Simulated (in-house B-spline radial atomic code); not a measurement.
Results of a calculation; reference values are marked as such.
# Making a Troullier-Martins p channel for Cu, r_c = 0.54 bohr

Cu, [Ar] 3d10 4s1, non-relativistic LDA (VWN5), spherical and spin-unpolarised, from a B-spline radial code for spherical atoms (atomic units). The all-electron 3p level is ε = -2.609244 hartree, its outermost node lies just inside 0.27 bohr and its outer maximum at 0.62 bohr.

Inside r_c the pseudo-orbital is u(r) = r^2 exp(p(r)), with p = c0 + c2 r² + c4 r⁴ + … + c12 r¹². The seven coefficients follow from p and its first four derivatives at r_c, from zero curvature of the screened potential at the origin, c4 = −c2²/(2l + 5), and from the norm inside r_c. At r_c the all-electron orbital has P = 1.192148, P' = 1.217878, the screened potential V = -13.53133, V' = 53.08762, V'' = -262.3282, and the norm inside is Q = 0.2394181.

(1) What are p, p' and p'' at r_c?

For a trial c2 the five matching conditions are linear in c0, c6, c8, c10 and c12, and c2 is varied until the norm inside r_c equals Q. The root nearest zero gives:

```
 n        c_n
 0    2.43333
 2  -6.898546
 4  -6.798563
 6   330.2149
 8  -1782.614
10   3869.296
12  -3077.869
```

(2) Check c4 and p(r_c), and find the screened pseudopotential at the origin.

Orbitals and screened potentials:

```
r (bohr)        P        u  V all-electron  V pseudo
   0.054  -0.3567  0.03257          -438.5    -37.03
   0.135  -0.6485   0.1831          -136.7    -34.61
   0.216  -0.3069   0.3897          -69.05     -25.6
   0.297   0.2371   0.5956          -41.47    -13.08
   0.378   0.7113   0.8087          -27.22     -7.43
   0.459    1.028    1.034          -18.86    -12.64
    0.54    1.192    1.192          -13.53    -13.53
```

Logarithmic derivatives P'/P at R = 0.84 bohr, for energies E around ε:

```
E − ε (hartree)  all-electron     pseudo
           -0.5     -0.677345  -0.677975
          -0.25     -0.940175  -0.940351
           -0.1      -1.10768   -1.10771
              0      -1.22382   -1.22382
            0.1      -1.34377    -1.3438
           0.25      -1.53135   -1.53157
            0.5       -1.8665   -1.86751
```

(3) With P(R) = 1.059677 and a norm of 0.6625751 inside R, what slope in energy does norm conservation fix?

## Answers

(1) p = ln(P/r_c^2) = ln(1.192148/0.2916) = 1.40813. p' = P'/P − 2/r_c = 1.02158 − 3.70370 = -2.68212. The radial equation gives p'' = 2(V − ε) − 2(2) p'/r_c − p'² = -21.84417 − (-19.86756) − 7.19377 = -9.17038. Differentiating, p''' = 2V' + 2(2)p'/r_c² − 2(2)p''/r_c − 2p'p'' = 88.12, and p'''' = 2V'' − 4(2)p'/r_c³ + 4(2)p''/r_c² − 2(2)p'''/r_c − 2p''² − 2p'p''' = -988.21.

(2) −c2²/7 = -6.79856, as listed. The terms c_n r_c^n are 2.43333, -2.01162, -0.57809, 8.18765, -12.88865, 8.15774, -1.89224, which sum to 1.40813. Inverting the radial equation, V_l(r) = ε + 2 p'/r + (p'' + p'²)/2, so V_l(0) = ε + (2l + 3) c2 = -2.609244 + 5 × (-6.89855) = -37.1020 hartree, finite where the all-electron potential diverges.

(3) d(P'/P)/dE = −2 × (norm inside R)/P(R)² = -1.1801 per hartree·bohr at E = ε, for both atoms, since orbital and norm agree at R. Differences over ±0.1 hartree give -1.1804 (all-electron) and -1.1805 (pseudo), which also hold third-order terms. Half a hartree below ε the two curves differ by -0.0006.
